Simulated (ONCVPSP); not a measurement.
## Configuration tests for phosphorus (P) (ONCV)

```
Element                 : phosphorus
Generator               : ONCVPSP 4.0.1
Type                    : optimised norm-conserving Vanderbilt (ONCV)
Functional              : BLYP
Relativity              : scalar-relativistic
Frozen core             : [Ne]
Valence charge          : 5
Reference configuration : 3s2 3p2 (charge +1)
Partial waves           : 3s: rc 1.50 bohr, ncon 3, nbas 7, qcut 3.7 1/bohr, 3 projectors, debl 2.8 Ha; 3p: rc 1.50 bohr, ncon 4, nbas 8, qcut 4.4 1/bohr, local
Local potential         : the p channel
Core correction         : none
```

Energies are relative to the spin-unpolarised reference configuration 3s2 3p2; without spin polarisation the order of configurations can differ from experiment.

```
valence configuration  charge  ΔE all-electron (eV)  error AE − PS (meV)
              3s2 3p3       0                -9.576                 +4.6
              3s2 3p1      +2                19.012                  +12
              3s2 3p0      +3                48.682                  +85
              3s1 3p4       0                -1.021                 +6.7
```

Levels in the configuration 3s2 3p1:

| level | all-electron (eV) | pseudo (eV) |
| --- | --- | --- |
| 3s | -33.837 | -33.799 |
| 3p | -24.162 | -24.130 |
